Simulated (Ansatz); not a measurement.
Species: C₈H₅ClS, SMILES `Clc1ccc2ccsc2c1` (charge 0, multiplicity 1).

Task: Give a relaxed geometry from PBE-D3(BJ)/def2-SVP run with Ansatz (a program for electronic structure).

Result: the end point of this relaxation (outside a Z-matrix the atoms follow the SMILES, hydrogens last).
Cartesian coordinates (Å) in one orientation:
```xyz
15

Cl    -3.599     1.456    -0.101
C     -2.018     0.715    -0.052
C     -1.924    -0.696     0.015
C     -0.673    -1.309     0.055
C      0.505    -0.525     0.029
C      1.887    -0.932     0.061
C      2.752     0.133     0.019
S      1.941     1.678    -0.060
C      0.373     0.897    -0.038
C     -0.881     1.530    -0.079
H     -2.847    -1.292     0.034
H     -0.600    -2.406     0.107
H      2.215    -1.979     0.112
H      3.849     0.109     0.030
H     -0.981     2.622    -0.131
```
